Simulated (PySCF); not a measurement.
PySCF input for Mo(S)2(OH)2 (H₂MoO₂S₂), SMILES [OH][Mo]([OH])(=[S])=[S], multiplicity 1, PBE0-D3(BJ)/def2-SVP. The structure is a stationary point at PBE0-D3(BJ)/def2-SVP. The geometry has at least one imaginary mode, so it is a saddle point at that level. The multiplicity is an assumed one; other spin states were not compared. The def2 effective core potentials stand for the cores of Mo; spin–orbit coupling is left out. The values are those of a single conformer.

```python
import numpy as np
from pyscf import gto, scf, dft, df
from pyscf.hessian import thermo

mol = gto.M(
    atom='''
    Mo   -0.00000000   -0.00000000   -0.23308970
    S    -1.69609921    0.00000001    1.01928137
    S     1.69609922   -0.00000001    1.01928136
    O     0.00000001    1.51087151   -1.29422082
    H     0.00000002    2.44619391   -1.05985156
    O    -0.00000002   -1.51087151   -1.29422082
    H    -0.00000002   -2.44619391   -1.05985156
    ''',
    basis='def2-SVP',
    ecp={'Mo': 'def2-svp'},
    charge=0,
    spin=0,
    max_memory=1600,
    verbose=3,
)
mf = dft.RKS(mol, xc='pbe0').density_fit(auxbasis='def2-universal-jkfit')
mf.disp = 'd3bj'
mf.grids.level = 3
mf.conv_tol = 1e-11
mf.max_cycle = 100
mf.kernel()

# [left out here: the lines that compute and print the analytic Hessian (its translational invariance restored by hand, since the grid's response is missing), thermochemistry and intensities]
```

Program output:

```
converged SCF energy = -1015.5802964281

WARN: DFTD3 does not support analytical Hessian, using finite difference


WARN: Mole.unit (angstrom) is changed to Bohr

Mode                                 0                   1                   2
Irrep
Freq [cm^-1]                     -200.5858            -66.7084            189.4831
Reduced mass [au]                   1.0606              1.0353              6.7461
Force const [Dyne/A]               -0.0251             -0.0027              0.1427
Char temp [K]                    -288.5983            -95.9785            272.6239
Normal mode                   x     y     z       x     y     z       x     y     z
       0  Mo                -0.00 -0.00 -0.00    0.00 -0.00 -0.00    0.00  0.05 -0.00
       1   S                 0.00  0.02  0.00    0.01  0.00 -0.01    0.00 -0.07 -0.00
       2   S                -0.00 -0.02 -0.00    0.01  0.00  0.01   -0.00 -0.07 -0.00
       3   O                 0.03  0.00 -0.00    0.03  0.00  0.00   -0.00 -0.01 -0.09
       4   H                -0.69  0.00  0.00   -0.69  0.00  0.00   -0.00  0.03 -0.24
       5   O                -0.03  0.00  0.00    0.03 -0.00 -0.00    0.00 -0.01  0.09
       6   H                 0.69 -0.00 -0.00   -0.69 -0.00 -0.00   -0.00  0.03  0.24
Mode                                 3                   4                   5
Irrep
Freq [cm^-1]                      204.9019            211.1442            214.7576
Reduced mass [au]                  12.2286              6.1512             16.6177
Force const [Dyne/A]                0.3025              0.1616              0.4516
Char temp [K]                     294.8082            303.7895            308.9884
Normal mode                   x     y     z       x     y     z       x     y     z
       0  Mo                -0.00 -0.00  0.02   -0.00  0.00  0.04   -0.00 -0.00  0.00
       1   S                -0.07  0.00 -0.07   -0.05 -0.00 -0.02   -0.00  0.07  0.00
       2   S                 0.07  0.00 -0.07    0.05 -0.00 -0.02   -0.00 -0.07 -0.00
       3   O                 0.00  0.04  0.08    0.00 -0.10 -0.08   -0.15 -0.00  0.00
       4   H                 0.00  0.02  0.15    0.00 -0.06 -0.24   -0.06 -0.00 -0.00
       5   O                 0.00 -0.04  0.08    0.00  0.10 -0.08    0.15  0.00 -0.00
       6   H                 0.00 -0.02  0.15    0.00  0.06 -0.24    0.06  0.00 -0.00
Mode                                 6                   7                   8
Irrep
Freq [cm^-1]                      228.5257            504.4972            550.8610
Reduced mass [au]                  18.0113              1.3774              2.0869
Force const [Dyne/A]                0.5542              0.2065              0.3731
Char temp [K]                     328.7976            725.8592            792.5663
Normal mode                   x     y     z       x     y     z       x     y     z
       0  Mo                -0.04  0.00 -0.00    0.00 -0.00  0.00   -0.00  0.00  0.02
       1   S                -0.01 -0.00  0.05    0.00 -0.01 -0.00    0.06 -0.00 -0.05
       2   S                -0.01  0.00 -0.05   -0.00 -0.01 -0.00   -0.06 -0.00 -0.05
       3   O                 0.14  0.00 -0.00   -0.00  0.03 -0.09    0.00 -0.01  0.06
       4   H                 0.06  0.00  0.00    0.00 -0.13  0.58    0.00  0.12 -0.46
       5   O                 0.14 -0.00 -0.00    0.00  0.03  0.09    0.00  0.01  0.06
       6   H                 0.06 -0.00  0.00   -0.00 -0.13 -0.58    0.00 -0.12 -0.46
Mode                                 9                  10                  11
Irrep
Freq [cm^-1]                      583.5338            585.1704            741.2877
Reduced mass [au]                   2.6849             37.3859              8.8322
Force const [Dyne/A]                0.5387              7.5426              2.8595
Char temp [K]                     839.5752            841.9300           1066.5479
Normal mode                   x     y     z       x     y     z       x     y     z
       0  Mo                -0.00 -0.00  0.04    0.06 -0.00  0.00   -0.00 -0.00  0.03
       1   S                 0.06  0.00 -0.05   -0.08 -0.00  0.06   -0.00  0.00 -0.00
       2   S                -0.06  0.00 -0.05   -0.08  0.00 -0.06    0.00  0.00 -0.00
       3   O                 0.00 -0.03 -0.04   -0.01 -0.00 -0.00   -0.00  0.13 -0.09
       4   H                 0.00 -0.13  0.40   -0.04 -0.00  0.00    0.00  0.14 -0.11
       5   O                 0.00  0.03 -0.04   -0.01  0.00 -0.00   -0.00 -0.13 -0.09
       6   H                 0.00  0.13  0.40   -0.04  0.00  0.00   -0.00 -0.14 -0.11
Mode                                12                  13                  14
Irrep
Freq [cm^-1]                      783.1760           3904.2197           3907.9134
Reduced mass [au]                   5.2825              1.0670              1.0676
Force const [Dyne/A]                1.9090              9.5828              9.6061
Char temp [K]                    1126.8159           5617.3029           5622.6173
Normal mode                   x     y     z       x     y     z       x     y     z
       0  Mo                 0.00  0.05  0.00   -0.00 -0.00 -0.00   -0.00  0.00 -0.00
       1   S                 0.00 -0.01 -0.00   -0.00  0.00  0.00    0.00  0.00 -0.00
       2   S                -0.00 -0.01 -0.00    0.00  0.00  0.00   -0.00  0.00 -0.00
       3   O                 0.00 -0.12  0.06   -0.00 -0.04 -0.01   -0.00 -0.04 -0.01
       4   H                -0.00 -0.16  0.22    0.00  0.66  0.16    0.00  0.66  0.16
       5   O                -0.00 -0.12 -0.06    0.00 -0.04  0.01   -0.00  0.04 -0.01
       6   H                 0.00 -0.16 -0.22   -0.00  0.66 -0.16   -0.00 -0.66  0.16
temperature 298.1500 [K]
pressure 101325.00 [Pa]
Rotational constants [GHz] 2.37495 1.87480 1.61904
Symmetry number 2
Zero-point energy (ZPE) 0.02873 [Eh]   75421.389 [J/mol]
                           tot       elec      trans        rot        vib
Entropy [J/mol/K]       340.506      0.000    174.450    112.187     53.869
Cv [J/mol/K]             87.982      0.000     12.472     12.472     63.038
Cp [J/mol/K]             96.296      0.000     20.786     12.472     63.038
Internal energy [J/mol]                      3718.434   3718.434  85023.595
Internal energy [Eh]   -1015.54508  -1015.58030
Enthalpy [J/mol]                             6197.391   3718.434  85023.595
Enthalpy [Eh]          -1015.54414
Gibbs free energy [J/mol]                  -45814.970 -29730.178  68962.666
Gibbs free energy [Eh] -1015.58280
static polarisability / bohr^3: [[97.533 -0.    -0.   ]
 [ 0.    62.768  0.   ]
 [ 0.    -0.    68.016]]
largest difference of analytic and finite-field dipole derivatives / e: 0.0010265113936396286
mode   freq/cm-1   IR/(km/mol)   Raman/(A^4/amu)   depolarisation
   1     -200.59         0.000             8.441            0.750
   2      -66.71       349.674             2.341            0.750
   3      189.48         7.202             3.703            0.750
   4      204.90         1.239             8.883            0.738
   5      211.14         7.734             2.346            0.259
   6      214.76         0.000             4.915            0.750
   7      228.53         4.546             1.876            0.750
   8      504.50       151.730             2.662            0.750
   9      550.86        80.972            14.440            0.130
  10      583.53       166.223            21.713            0.044
  11      585.17       100.442             8.250            0.750
  12      741.29       121.658             8.978            0.115
  13      783.18        78.705             4.747            0.750
  14     3904.22       618.865            27.993            0.750
  15     3907.91        35.447           221.954            0.238
max |gradient| / (hartree/bohr): 0.00012795437860485377
APT charges: [ 1.8827 -0.484  -0.484  -0.8596  0.4022 -0.8596  0.4022]
```

The run converged. The end point has an imaginary mode, so it is no minimum.

Cost: about 4 core-minutes (a rough figure).
